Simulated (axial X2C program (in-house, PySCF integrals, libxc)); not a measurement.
# Outer orbitals of AlCo at 2.422 Å, PBE0

Calculated with an in-house all-electron X2C program for linear molecules (integrals from PySCF). Spin-free means the one-electron spin-free X2C Hamiltonian; two-component (2c) means X2C with spin–orbit coupling and atomic mean-field two-electron Coulomb and Gaunt terms, so the difference of the two also holds small scalar two-electron terms. Basis: Co dyall-cv3z [9s10p6d3f2g], Al dyall-v3z [8s8p2d1f] (cores contracted in-house); Gaussian nuclei, density fitting, unrestricted open shells. Masses: Co 58.933 u, Al 26.982 u.

The distance is close to the 2c PBE0 minimum; the highest filled and lowest empty levels are listed.

Spin-free orbitals, state M_S = 1, Λ = 2 (beyond evenly filled blocks: σα, δ+α, δ+β, δ-α) (Löwdin shares):

| symmetry | occupied | ε (eV) | atomic character |
| --- | --- | --- | --- |
| σα | yes | -9.42 | 44% Al s, 37% Co d, 11% Co s |
| σβ | yes | -9.32 | 66% Al s, 17% Co s, 12% Co p |
| σα | yes | -7.98 | 62% Co d, 23% Al s, 10% Co s |
| δ-α | yes | -7.70 | 100% Co d |
| δ+α | yes | -7.70 | 100% Co d |
| π-α | yes | -7.33 | 97% Co d |
| π+α | yes | -7.33 | 97% Co d |
| π+β | yes | -5.90 | 92% Co d, 6% Al p |
| π-β | yes | -5.64 | 90% Co d, 7% Al p |
| δ+β | yes | -5.41 | 100% Co d |
| σα | yes | -4.97 | 41% Al p, 40% Co s, 9% Al s |
| σβ | yes | -4.84 | 59% Al p, 26% Co s, 9% Al s |
| π-α | no | -1.95 | 70% Al p, 27% Co p, 3% Co d |
| π+α | no | -1.95 | 70% Al p, 27% Co p, 3% Co d |
| π+β | no | -1.95 | 71% Al p, 21% Co p, 8% Co d |
| π-β | no | -1.91 | 70% Al p, 20% Co p, 10% Co d |

Spinors with spin–orbit coupling (state Ω = 3):

| ω | occupied | ε (eV) | atomic character | λ mixture |
| --- | --- | --- | --- | --- |
| 1/2 | yes | -9.42 | 43% Al s, 38% Co d, 11% Co s | 100% σ |
| -1/2 | yes | -9.32 | 66% Al s, 17% Co s, 12% Co p | 100% σ |
| 1/2 | yes | -7.98 | 62% Co d, 23% Al s, 10% Co s | 100% σ |
| -3/2 | yes | -7.76 | 100% Co d | 100% δ |
| 5/2 | yes | -7.63 | 100% Co d | 100% δ |
| -1/2 | yes | -7.37 | 97% Co d | 100% π |
| 3/2 | yes | -7.30 | 97% Co d | 100% π |
| 1/2 | yes | -5.93 | 92% Co d, 6% Al p | 100% π |
| -3/2 | yes | -5.60 | 90% Co d, 8% Al p | 100% π |
| 3/2 | yes | -5.48 | 100% Co d | 100% δ |
| 1/2 | yes | -4.97 | 41% Al p, 40% Co s, 9% Al s | 100% σ |
| -1/2 | yes | -4.84 | 59% Al p, 26% Co s, 9% Al s | 100% σ |
| 1/2 | no | -1.96 | 71% Al p, 21% Co p, 8% Co d | 100% π |
| -1/2 | no | -1.96 | 70% Al p, 27% Co p, 3% Co d | 100% π |
| 3/2 | no | -1.94 | 70% Al p, 27% Co p, 3% Co d | 100% π |
| -3/2 | no | -1.90 | 70% Al p, 20% Co p, 10% Co d | 100% π |

Mulliken charges and populations of the two-component result (they depend on the basis, above all on diffuse functions):

Co -0.01 e (s 7.14 p 12.08 d 7.79), Al 0.01 e (s 5.88 p 7.03 d 0.06 f 0.01). ⟨Lz⟩ = 2.00 ħ and ⟨Sz⟩ = 1.00 ħ (1.18 and -0.18 on the two atoms), which add up to Ω.

The state is a single determinant with fixed occupations, the lowest that a limited PBE0 search found. Density functionals use the spin component along the axis (collinear). PBE0 can misorder states that lie within some tenths of an eV, so this need not be the ground state of the molecule. The nearest other spin-free determinant of the search, M_S = 1, Λ = 3, lies 0.26 eV up at the distance of the search. The functionals have no current-density term, which raises determinants with orbital currents, atoms included. With several unpaired electrons one determinant need not be a pure state. A state of lower Ω lies just above, and one determinant can place such states too high, so the state shown need not be the lowest. The search has Ω = 1 only 0.12 eV up. The determinant is spin-polarised beyond a pure state at some levels (its spin-free form has ⟨S²⟩ too high), which makes Re and μ there less reliable.
